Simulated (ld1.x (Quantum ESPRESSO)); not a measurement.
**How hard is this lanthanum (La) TM potential?**

ld1.x (Quantum ESPRESSO) 7.5 input, shortened:

```
&input
   title='La', zed=57., rel=1, dft='PBESOL', iswitch=3,
   config='[Xe] 4f0 5d1 6s2 6p0'
 /
 &inputp
   pseudotype=2, tm=.true., lloc=0,
   nlcc=.true., rcore=0.85
 /
4
6P  2  1   0.00   0.00  3.50  3.50  0.0
5D  3  2   1.00   0.00  3.85  3.85  0.0
4F  4  3   0.00   0.00  1.05  1.05  0.0
6S  1  0   2.00   0.00  3.00  3.00  0.0
 &test
   configts(1)='4f0 5d1 6s2 6p0'
 /
```

The pseudo-atom Hamiltonian at the reference potential is diagonalised in spherical Bessel functions j_l(qr) that vanish at 20 bohr, with q² up to the cutoff. All-electron valence levels (Ry): 6p -0.0984, 5d -0.2280, 4f -0.3226, 6s -0.2723.

Q: How do the lowest levels (Ry) of each channel move with the cutoff, and are there ghosts?

A:

| cutoff (Ry) | p #1 | d #1 | f #1 | f #2 | s #1 | s #2 | Σ f·Δε (mRy) |
| --- | --- | --- | --- | --- | --- | --- | --- |
| 8 | -0.0970 | -0.2169 | 0.0915 | 0.1988 | -0.2709 | 0.0038 | 13.9 |
| 10 | -0.0982 | -0.2260 | 0.0915 | 0.1988 | -0.2710 | 0.0037 | 4.6 |
| 12 | -0.0982 | -0.2278 | 0.0915 | 0.1988 | -0.2714 | 0.0037 | 2.1 |
| 15 | -0.0982 | -0.2280 | 0.0914 | 0.1988 | -0.2719 | 0.0036 | 0.9 |
| 18 | -0.0983 | -0.2280 | 0.0914 | 0.1988 | -0.2721 | 0.0036 | 0.4 |
| 21 | -0.0983 | -0.2280 | 0.0914 | 0.1988 | -0.2721 | 0.0036 | 0.4 |
| 400 | -0.0984 | -0.2281 | -0.3224 | 0.0917 | -0.2723 | 0.0035 | 0.0 |

Result: no extra level below or beside the all-electron valence levels (p, d, f, s tested); 10 mRy is reached at 10 Ry and 1 mRy at 15 Ry.

The cutoffs count occupied waves only; the empty 4f level needs 230 Ry at the loose tolerance. 1 of 7 tests not solved or not reliable.
